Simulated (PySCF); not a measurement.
A structure optimised at PBE0-D3(BJ)/def2-SVP, used in a PySCF frequency run:

```xyz
5

In     0.7199    -0.0074     0.0000
I     -0.5717     2.3194     0.0000
I     -0.5603    -2.3215     0.0000
O      2.7055    -0.0459     0.0000
H      3.0806     0.8439     0.0000
```

Problem. Write its SMILES, formula and point group.

Solution. [OH][In]([I])[I], HI2InO, Cs

Problem. What are its rotational constants (standard atomic weights)?

Solution. 1.8933, 0.36960, 0.30924 GHz
